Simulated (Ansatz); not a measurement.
Cost and result for the atomization energy of `F[C@@H]1B[Si@H](Cl)C1` (11 atoms, 11 bonds).

Cartesian coordinates in Å:
```
F -2.3504 -0.1361 0.5080
C -1.0064 -0.0737 0.3690
B 0.0243 0.5531 1.2898
Si 1.2736 0.1248 -0.2279
Cl 2.0362 1.7965 -1.1599
C -0.4018 -0.3880 -0.9821
H -0.5201 -0.8876 1.1078
H -0.1000 0.9599 2.3979
H 2.3479 -0.8979 -0.2161
H -0.5781 -1.3950 -1.3609
H -0.7251 0.3438 -1.7257
```

Charge 0, multiplicity 1. All single points use the PBE0-D4/def2-TZVP geometry. Program: Ansatz. All runs use 4 threads of an Arm Neoverse V1 on a shared host. Times are those of one run each, without the atoms' runs, and a repeat can differ threefold. Electronic energies, without spin–orbit coupling; frozen cores. CCSD(T)/CBS adds CCSD(T) − MP2 in def2-TZVPP to the MP2 limit, and its time is that of the two runs behind it. T1 = 0.012. B3LYP takes the VWN-RPA correlation (the form of Gaussian; ORCA's B3LYP/G).

CCSD(T)/CBS is a level of theory with its own doubt, some kJ/mol a heavy atom from the limit and from the frozen cores, so smaller differences don't rank the functionals.

```
                             level  functions  atomization (kJ/mol)  difference from CCSD(T)/CBS  per bond
                    MP2/def2-QZVPP        518                4089.5                         54.5       5.0
 B3LYP-D4/def2-TZVPP (with forces)        278                4030.1                         -4.9      -0.4
r2SCAN-D4/def2-TZVPP (with forces)        278                4087.4                         52.4       4.8
                PBE0-D4/def2-TZVPP        278                4092.1                         57.1       5.2
                ωB97X-V/def2-TZVPP        278                4070.9                         35.9       3.3
                 CCSD(T)/CBS(def2)          –                4035.0                          0.0       0.0
                 B2PLYP/def2-TZVPP        278                3991.0                        -44.0      -4.0
  ωB97M-V/def2-TZVPP (with forces)        278                4072.1                         37.1       3.4
   PBE-D4/def2-TZVPP (with forces)        278                4159.7                        124.7      11.3
                CCSD(T)/def2-TZVPP        278                3927.1                       -107.9      -9.8
```

**Question.** Order the runs by time, with rough figures. (Estimate.)

**Answer.** The calculation gave: PBE-D4/def2-TZVPP (with forces) 3.5 s; PBE0-D4/def2-TZVPP 4.4 s; r2SCAN-D4/def2-TZVPP (with forces) 7 s; B3LYP-D4/def2-TZVPP (with forces) 7 s; B2PLYP/def2-TZVPP 8.5 s; ωB97X-V/def2-TZVPP 11 s; ωB97M-V/def2-TZVPP (with forces) 16 s; MP2/def2-QZVPP 32 s; CCSD(T)/def2-TZVPP 4.9 min; CCSD(T)/CBS(def2) 5.5 min.

From PBE to PBE0 (25 % exact exchange), in def2-TZVPP and without D4, the atomization energy moves by −63.4 kJ/mol: exact exchange takes away binding that semilocal exchange gives to molecules. In def2-TZVPP, CCSD(T) changes the Hartree–Fock value by +948.7 kJ/mol (the triples alone add +68.7 kJ/mol) and MP2 by +1047.5 kJ/mol; breaking electron pairs costs correlation energy, which Hartree–Fock lacks. The D4 term adds +44.2 kJ/mol with B3LYP and +23.1 kJ/mol with PBE0; it sums over pairs of atoms, weighted by their polarisabilities, and B3LYP, whose exchange is more repulsive, gets the larger term.
